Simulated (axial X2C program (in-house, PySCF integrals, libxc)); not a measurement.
Low determinants of HfBr⁺ at the PBE0 level, 2c

Computed with an in-house relativistic program for diatomic molecules. Two-component (2c) means X2C with spin–orbit coupling and atomic mean-field two-electron Coulomb and Gaunt terms. Basis: Hf dyall-cv3z [13s14p9d7f4g], Br dyall-cv3z [8s9p6d4f1g] (cores contracted in-house); Gaussian nuclei, density fitting, unrestricted open shells. Masses: Hf 179.947 u, Br 78.918 u.

Search at 2.361 Å (vertical energies from the lowest determinant):

| ΔE (eV) | state | electrons beyond evenly filled partner blocks | electrons in ±ω = 1/2, 3/2, 5/2, 7/2 |
| --- | --- | --- | --- |
| 0.00 | Ω = 1 | ω = -1/2, ω = 3/2 | 63 31 10 2 |
| 0.20 | Ω = 0 | none | 64 30 10 2 |
| 0.38 | Ω = 3 | ω = 1/2, ω = 5/2 | 63 30 11 2 |
| 0.71 | Ω = 2 | ω = 1/2, ω = 3/2 | 63 31 10 2 |
| 1.08 | Ω = 1 | 2 × ω = 1/2 | 64 30 10 2 |
| 1.14 | Ω = 2 | ω = -1/2, ω = 5/2 | 63 30 11 2 |
| 1.51 | Ω = 1 | ω = -3/2, ω = 5/2 | 62 31 11 2 |

Lowest determinant, Ω = 1 (⟨Sz⟩ = -0.98, ⟨Lz⟩ = 1.98 at PBE0): Re = 2.358 Å, ωe = 303.6 cm⁻¹.

The determinant in row 2 of the search, Ω = 0 (closed shell), was followed along the bond at PBE0; measured from the minimum of the lowest determinant it gives:

Te = 0.188 eV (1517 cm⁻¹), Re = 2.323 Å, ωe = 318.8 cm⁻¹.

Problem. Compare the bond of the determinant in row 2 with that of the lowest one.

Solution. At PBE0 its Re is 0.035 Å shorter and its force constant, which goes as ωe², is 1.10 times that of the lowest determinant. T0 ≈ Te + Δωe/2 = 1517 + (8) = 1525 cm⁻¹.

The search compares states at one distance, so a state with another bond length can lie lower; it is not exhaustive and yields mostly the lowest determinant of each block pattern, so other components and higher states of one pattern are missing. These are energies of single determinants, not of spin-adapted states; PBE0 term energies can be off by some tenths of an eV, and the functional has no current term. Open-shell Ω = 0 determinants with evenly filled partner blocks cannot be reached by this program, so the Ω shown need not be the lowest component. The lowest determinant need not be the ground state where others lie within half an eV.
